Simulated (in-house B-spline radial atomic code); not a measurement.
Results of a calculation; reference values are marked as such.
## Zr in an electron gas of r_s = 2.2: phase shifts, screening, friction and resistivity

A nucleus sits in a uniform electron gas with a rigid positive background. The Kohn-Sham equations are solved self-consistently in the spin-unpolarised LDA (PW92), non-relativistic, on B-splines with outgoing waves at the boundary and partial waves to l = 8. The model has no lattice, no bands and no magnetic solution. Atomic units; δ_l are the phase shifts at the Fermi level, counted so that each bound state adds π, and good to about 0.0005.

The density parameter is r_s = 2.2 bohr, near that of the valence electrons of Ga (3 per atom, density 5.91 g/cm³, mass 69.72 u, which gives r_s = 2.19).

| l | δ_l (rad) |
| --- | --- |
| 0 | 11.6735 |
| 1 | 9.0705 |
| 2 | 4.7325 |
| 3 | 0.0317 |
| 4 | 0.0049 |
| 5 | 0.0006 |
| 6 | -0.0002 |
| 7 | -0.0003 |
| 8 | -0.0003 |

Bound levels below the band bottom (hartree): s -13.58, p -10.87, d -5.895, s -1.319, p -0.605 and deeper ones.

Problem. Check the Friedel sum rule, and say where the screening charge sits.

Solution. k_F = (9π/4)^(1/3)/r_s = 0.87234. The rule is Z = (2/π) Σ (2l + 1) δ_l. The terms are s 7.432, p 17.323, d 15.064, f 0.141 and 0.025 beyond, in all 39.985 against Z = 40. Bound states hold 8 s, 18 p, 10 d electrons, so the scattering states carry 3.98 in all; where a term is smaller than its bound count, the bound level has drawn weight out of the band.

Problem. Find the transport cross section and the electronic stopping of a 2 keV Zr ion (mass 91.22 u).

Solution. σ_tr = (4π/k_F²) Σ (l + 1) sin²(δ_l − δ_(l+1)). The terms for l = 0 to 3 are 0.2631, 1.7325, 2.9996, 0.0029, all together 4.9982, so σ_tr = 16.513 × 4.9982 = 82.536 bohr². With n = 3/(4π r_s³) = 0.02242, the friction coefficient is Q = n k_F σ_tr = 1.6143. For v well below v_F = 0.872, dE/dx = Q v; with 24801 eV per u at v = 1, v = √(2000/(24801 × 91.22)) = 0.0297, so dE/dx = 0.04800 hartree/bohr = 24.7 eV/nm. The largest term couples the d and f waves.

Problem. What residual resistivity would 1 atomic per cent of such centres give in Ga?

Solution. Δρ = k_F n_i σ_tr/n in atomic units of 21.74 μΩ·cm. With one host atom per 3 electrons, n_i/n = 0.01/3, so Δρ = 0.8723 × 0.00333 × 82.536 × 21.74 = 5.22 μΩ·cm. This is an atom added to the gas, as on an interstitial site.

Problem. On a substitutional site the background of one host ion, a sphere holding 3 charges, is taken out. The phase shifts for l = 0 to 4 become 11.4239, 8.8779, 4.0667, -0.0249, -0.0084. What follows?

Solution. The Friedel sum is now 37.00, for Z − 3 = 37. The sum in σ_tr is 4.2815, so σ_tr = 70.70 bohr² and Δρ = 4.47 μΩ·cm per atomic per cent, 0.86 times the value above. A real host ion scatters too, so this model doesn't give zero even for the host's own atom.
